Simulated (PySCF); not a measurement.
C₃H₉Ge, SMILES [CH3][Ge]([CH3])[CH3], multiplicity 2. The structure is a stationary point at ωB97X-D3(BJ)/def2-SVP. The isomer is the one that the SMILES or the coordinates give; other isomers of the formula were not compared.

Method: ωB97X-D3(BJ)/def2-SVP (PySCF).

Harmonic wavenumbers (cm⁻¹): 121, 127, 127, 172, 172, 177, 571, 609, 609, 707, 710, 710, 842, 842, 842, 1256, 1256, 1269, 1433, 1441, 1441, 1445, 1445, 1456, 3060, 3060, 3061, 3161, 3161, 3162, 3184, 3185, 3185. Rotational constants (GHz): 4.847, 4.847, 2.918; symmetry number 3.

**Question.** Work out the zero-point energy and the ideal-gas rigid-rotor harmonic-oscillator thermochemistry at 298.15 K and 1 atm.

**Answer.** ZPE = ½ Σ hcν = ½ × 48000 cm⁻¹ = 68.62 kcal/mol. H − E(el) = 74.10 kcal/mol. Entropy in cal/(mol K): translation 40.20, rotation 23.77, vibration 19.23, spin 1.38, total 84.58. G − E(el) = 48.89 kcal/mol. Cp = 27.72 cal/(mol K). Modes under 150 cm⁻¹ make the vibrational entropy uncertain.
